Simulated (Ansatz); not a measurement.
`OBCO` and `OBCCO` differ in one atom or group.

Ansatz, PBE0-D4/def2-TZVP geometries, multiplicity 1. Each molecule was computed in one conformer, which needn't be the lowest.

```csv
property,`OBCO`
LUMO energy (PBE/def2-TZVPP) / eV,-1.11
HOMO energy (PBE0/def2-TZVPP) / eV,-7.67
HOMO–LUMO gap (PBE0/def2-TZVPP) / eV,7.56
LUMO energy (B3LYP/def2-TZVPP) / eV,-0.37
HOMO energy (B3LYP/def2-TZVPP) / eV,-7.41
HOMO–LUMO gap (PBE/def2-TZVPP) / eV,4.88
```

Problem. Give the same properties after the change, and the shifts. (Best estimate.)

Solution. Ansatz gave: 
```tsv
property	`OBCCO`	shift
LUMO energy (PBE/def2-TZVPP) / eV	-1.12	-0.01
HOMO energy (PBE0/def2-TZVPP) / eV	-7.72	-0.05
HOMO–LUMO gap (PBE0/def2-TZVPP) / eV	7.61	0.05
LUMO energy (B3LYP/def2-TZVPP) / eV	-0.37	0.00
HOMO energy (B3LYP/def2-TZVPP) / eV	-7.47	-0.06
HOMO–LUMO gap (PBE/def2-TZVPP) / eV	4.93	0.05
```

B3LYP here is the variant with VWN-RPA as its local correlation; programs differ in this.
